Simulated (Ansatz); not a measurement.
Ga6P5H18⁻, a cluster cut from wurtzite GaP (hydrogen-capped). Charge -1, multiplicity 1. Geometry PBE-D4/def2-SVP, basis def2-TZVP, Ansatz.

```
atom    x (Å)    y (Å)    z (Å)
 Ga1   0.1254  -2.4363   1.7404
  P2   1.2502  -0.2950   1.8342
  P3   1.6996  -1.5519  -1.7002
 Ga4   2.5063   0.0789  -0.1258
 Ga5   0.0340   1.6986   2.4704
  P6   1.6200   2.1147  -1.0518
  P7  -1.5221  -1.9410   0.0603
 Ga8  -0.6644  -2.0567  -2.1634
 Ga9  -3.0819  -0.1584   0.5185
 P10  -1.6025   1.7376   0.7089
Ga11  -0.7681   2.6359  -1.3383
 H12   1.1709  -3.4943   1.1557
 H13  -0.5673  -2.7102   3.1423
 H14   2.2917  -0.4438   2.8081
 H15   2.3773  -2.7532  -1.3249
 H16   2.4075  -1.3125  -2.9242
 H17   4.0909   0.1008  -0.0568
 H18  -0.6604   1.4466   3.8755
 H19   1.0283   2.9371   2.2922
 H20   2.2438   3.1432  -0.2797
 H21   2.3313   2.3422  -2.2760
 H22  -2.3455  -3.1143   0.0932
 H23  -0.6375  -3.5523  -2.7053
 H24  -1.1168  -0.8679  -3.1002
 H25  -3.7393  -0.4243   1.9423
 H26  -4.0111   0.0465  -0.7575
 H27  -2.4742   2.7942   1.1323
 H28  -1.1695   1.8100  -2.6237
 H29  -0.8167   4.2260  -1.3467
```

| run | HOMO (eV) | LUMO (eV) |
| --- | --- | --- |
| A | -3.25 | 1.38 |
| B | -4.03 | 2.00 |
| C | -4.97 | 2.82 |
| D | -4.21 | 2.04 |
| E | -2.99 | 1.25 |

Single mean-field runs in def2-TZVP are fitted with def2-universal-jkfit.

Problem. The runs used BHLYP, PBE, PBE0, r2SCAN, r2SCAN0. Estimate which is which.

Solution. A r2SCAN (0 % exact exchange); B PBE0 (25 % exact exchange); C BHLYP (50 % exact exchange); D r2SCAN0 (25 % exact exchange); E PBE (0 % exact exchange). Exact exchange lowers occupied and raises empty levels; among semilocal functionals meta-GGAs tend to open the gap a little, and such runs are hard to tell apart. The gap grows from 4.24 eV (PBE) to 7.80 eV (BHLYP).
